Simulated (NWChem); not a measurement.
System: C₄H₃N; SMILES C#CCC#N

Results from NWChem. Geometry: optimised at PBE0/def2-SVP. Level: M05-2X/def2-SVP with SMD (1 M gas to 1 M solution), gas-phase geometry.

Task: Order these by “solvation free energy (kcal/mol)”, lowest first: dimethyl sulfoxide; acetonitrile; water; 1,4-dioxane; tetrahydrofuran.

Result: acetonitrile (-7.9), tetrahydrofuran (-6.8), dimethyl sulfoxide (-6.2), water (-4.2), 1,4-dioxane (-2.7)
